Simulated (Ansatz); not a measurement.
Start from `[O]=[W]([F])([F])=[S]` and change one atom or group to get `C[O][W](=[O])([F])=[S]`.

Ansatz, PBE0-D4/def2-TZVP geometries, multiplicity 1. Each molecule was computed in one conformer, which needn't be the lowest.

Elements past krypton have def2 core potentials.

| property | `[O]=[W]([F])([F])=[S]` |
| --- | --- |
| size of the dipole moment (B3LYP/def2-TZVPP) / D | 1.20 |
| HOMO–LUMO gap (PBE/def2-TZVPP) / eV | 3.36 |
| LUMO energy (B3LYP/def2-TZVPP) / eV | -3.20 |
| zero-point energy (PBE0-D4/def2-TZVP) / kJ/mol | 25.1 |
| HOMO–LUMO gap (B3LYP/def2-TZVPP) / eV | 4.89 |
| HOMO energy (B3LYP/def2-TZVPP) / eV | -8.09 |

Question: What does the change do to each property? (Estimate.)

Answer: The calculation gave: 
```json
{"property": "size of the dipole moment (B3LYP/def2-TZVPP) / D", "`C[O][W](=[O])([F])=[S]`": "3.91", "shift": "2.71"}
{"property": "HOMO–LUMO gap (PBE/def2-TZVPP) / eV", "`C[O][W](=[O])([F])=[S]`": "3.47", "shift": "0.11"}
{"property": "LUMO energy (B3LYP/def2-TZVPP) / eV", "`C[O][W](=[O])([F])=[S]`": "-2.56", "shift": "0.64"}
{"property": "zero-point energy (PBE0-D4/def2-TZVP) / kJ/mol", "`C[O][W](=[O])([F])=[S]`": "129.3", "shift": "104.2"}
{"property": "HOMO–LUMO gap (B3LYP/def2-TZVPP) / eV", "`C[O][W](=[O])([F])=[S]`": "5.00", "shift": "0.11"}
{"property": "HOMO energy (B3LYP/def2-TZVPP) / eV", "`C[O][W](=[O])([F])=[S]`": "-7.56", "shift": "0.53"}
```

With PBE0 the HOMO rises by 0.52 eV and the LUMO rises by 0.60 eV, so the gap widens by about 0.08 eV. PBE moves the HOMO by 0.51 eV and ωB97M-V by 0.50 eV. The zero-point energy changes by 104.2 kJ/mol with +12 modes. Dipoles are sizes alone; their direction can turn.

B3LYP here is the variant with VWN-RPA as its local correlation; programs differ in this.
